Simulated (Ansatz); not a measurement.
Cost and result up the ladder for Ge6Cl6 prismane (Ge6Cl6) (12 atoms). Charge 0, multiplicity 1. Geometry: PBE-D4/def2-SVP.

Cartesian coordinates in Å:
```
Ge 1.936 -0.056 -0.401
Cl 4.084 -0.180 -0.842
Ge -0.068 -1.616 -1.140
Cl -0.086 -3.429 -2.381
Ge 0.476 -1.285 1.428
Cl 1.044 -2.740 2.973
Ge -1.088 0.685 1.504
Cl -2.319 1.490 3.136
Ge 0.373 1.916 -0.325
Cl 0.726 4.055 -0.680
Ge -1.630 0.355 -1.062
Cl -3.448 0.805 -2.210
```

Ansatz on 6 threads of Intel Xeon Platinum 8488C on a shared host. Times are rough, and most runs start from the orbitals of an earlier one. PBE0-D4/def2-SVP serves as the yardstick here, not as an exact answer. Differences are given only for rows in sets of like size (and for xTB, whose basis is part of the method), since another set adds its own error. Binding counts from free atoms at the same level (Ge triplet, Cl doublet; other spins of the atoms weren't run), without zero-point energy or a counterpoise term.

The 6-31G sets use Cartesian d functions. B3LYP takes the VWN-RPA correlation.

```json
{"level": "PBE-D4/def2-SVP", "functions": "300", "wall time": "3.7 s"}
{"level": "HF/6-31G", "functions": "252", "wall time": "8 s"}
{"level": "r2SCAN-D4/def2-SVP", "functions": "300", "wall time": "9 s"}
{"level": "B3LYP-D4/6-31G", "functions": "252", "wall time": "9 s"}
{"level": "PBE0-D4/def2-SVP (with forces)", "functions": "300", "wall time": "15 s"}
```

(1) Estimate what each level gives for the binding energy per atom (eV).

Results:

(1) 
```csv
level,binding energy per atom (eV),difference from PBE0-D4/def2-SVP (eV)
PBE-D4/def2-SVP,3.10,0.15
HF/6-31G,1.35,–
r2SCAN-D4/def2-SVP,2.99,0.04
B3LYP-D4/6-31G,2.62,–
PBE0-D4/def2-SVP (with forces),2.96,0.00
```
